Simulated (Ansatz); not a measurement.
Relaxation of C4H12Si2 (18 atoms, charge 0, multiplicity 1), to a largest force component of 0.015 eV/Å in at most 40 steps.

Theory: RKS B3LYP/6-31G* (Ansatz).

```xyz
18
Properties=species:S:1:pos:R:3:forces:R:3
C 0.691 1.368 -1.377 0.34 2.38 -1.36
C 0.676 0.935 -0.132 0.58 -0.50 0.66
C 1.216 1.747 0.991 -0.16 1.76 1.34
Si 0.111 -0.753 0.328 -1.59 -0.47 0.13
C 0.328 -2.015 -1.029 -1.33 -0.22 0.73
Si -2.237 -0.633 0.777 0.69 0.24 0.27
H 0.266 0.849 -2.219 -0.01 -0.39 -0.23
H 1.064 2.420 -1.633 -0.43 -1.39 0.34
H 1.168 1.266 1.987 -0.01 -0.05 -0.42
H 2.263 2.055 0.857 -0.02 -0.12 -0.16
H 0.637 2.707 1.117 0.42 -0.70 -0.18
H 0.775 -1.194 1.575 0.23 -0.04 0.11
H 1.342 -2.050 -1.274 1.98 -0.42 -0.54
H -0.031 -2.993 -0.687 0.18 -0.03 -0.09
H -0.212 -1.761 -1.924 -0.42 0.21 -0.50
H -2.734 -1.951 1.214 -0.22 -0.27 0.09
H -2.497 0.352 1.871 -0.11 -0.04 -0.05
H -2.993 -0.210 -0.423 -0.10 0.04 -0.15
```

**Question.** Where does it end, and by what steps?

**Answer.** It converged. After 20 steps the energy has fallen by 0.393 eV; H10 moved furthest, 1.18 Å.

```csv
step,energy less start (eV),largest force component (eV/Å),accepted
0,0.0000,2.385,yes
1,-0.2171,0.861,yes
2,-0.2798,0.470,yes
3,-0.2637,0.883,no
4,-0.2935,0.218,yes
5,-0.2972,0.154,yes
6,-0.3016,0.066,yes
7,-0.3065,0.311,yes
8,-0.3089,0.469,yes
9,-0.3122,0.371,yes
10,-0.3170,0.467,yes
11,-0.3501,0.106,yes
12,-0.3521,0.538,yes
13,-0.3716,0.206,yes
14,-0.3828,0.193,yes
15,-0.3878,0.183,yes
16,-0.3927,0.041,yes
17,-0.3931,0.017,yes
18,-0.3932,0.020,yes
19,-0.3930,0.081,no
20,-0.3933,0.011,yes
```

```xyz
18
Properties=species:S:1:pos:R:3
C 1.207 1.196 -1.358
C 0.798 0.899 -0.116
C 0.927 1.902 1.010
Si 0.047 -0.793 0.271
C 0.166 -1.977 -1.204
Si -2.197 -0.578 0.970
H 1.127 0.496 -2.187
H 1.651 2.163 -1.599
H 1.528 1.498 1.836
H 1.400 2.831 0.670
H -0.053 2.159 1.435
H 0.802 -1.375 1.424
H 1.206 -2.098 -1.528
H -0.217 -2.967 -0.932
H -0.417 -1.618 -2.059
H -2.745 -1.892 1.416
H -2.333 0.376 2.109
H -3.064 -0.082 -0.138
```

Whether the end is a true minimum wasn't checked by a vibrational analysis.

Run time: 40 s on 2 threads of AMD EPYC 9R45 96-Core Processor (Zen 5), on a shared host, peak memory 0.34 GiB.
